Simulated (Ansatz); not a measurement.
Mulliken charges of `F[C](F)(F)[Sn]([F])([F])[F]` from PBE/def2-TZVPP in Ansatz (PBE0-D4/def2-TZVP geometry).

```
atom   x (Å)   y (Å)   z (Å)  charge (e)
  F1   0.956  -1.003   1.551      -0.095
  C2   0.961  -0.687   0.260       0.262
  F3   0.941  -1.810  -0.451      -0.095
  F4   2.087  -0.035  -0.011      -0.095
 Sn5  -0.786   0.563  -0.231       1.223
  F6  -0.814   2.176   0.751      -0.400
  F7  -0.833   1.049  -2.056      -0.400
  F8  -2.421  -0.310   0.131      -0.400
```

Question: By hand: the dipole of these point charges (1 e Å = 4.8032 D).

Answer: Σ q r = (0.539, -0.387, 0.152) e Å, of length 0.681 e Å = 3.27 D.

Question: How does the dipole of the full density compare? (An estimate is asked.)

Answer: The calculation gave: (0.344, -0.246, 0.097) e Å, 2.08 D; the point charges give 1.57 times that, at 0° from its direction.

Point charges leave out the atoms' own dipoles, such as those of lone pairs, and Mulliken's split depends on the basis, so the two needn't agree.
